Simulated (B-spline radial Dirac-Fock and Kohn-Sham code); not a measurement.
**The M5 (3d5/2) hole of gold ions: width and yield against charge**

Level of theory: one-electron (LDA, Dirac) transition rates at Dirac-Fock energies; a radial atomic solver. Tabulated ground configurations, configuration averages; single configurations, so decays that open only by mixing (as 1s 2s² with 1s 2p² in Be-like ions) are missing and such tiny yields are far too low.

| ion | configuration | radiative (eV) | non-radiative (eV) | yield |
| --- | --- | --- | --- | --- |
| Au | [Xe] 4f14 5d10 6s1 | 0.0587 | 2.31 | 0.0248 |
| Au⁺ | [Xe] 4f14 5d10 | 0.0587 | 2.31 | 0.0248 |
| Au⁴⁺ | [Xe] 4f14 5d7 | 0.0589 | 2.30 | 0.0249 |
| Au⁵⁺ | [Xe] 4f14 5d6 | 0.0590 | 2.30 | 0.0250 |
| Au⁶⁺ | [Xe] 4f14 5d5 | 0.0592 | 2.29 | 0.0252 |
| Au⁷⁺ | [Xe] 4f14 5d4 | 0.0593 | 2.28 | 0.0253 |

Values without a named source are computed, but for edge energies of neutral atoms, which are taken from tables.
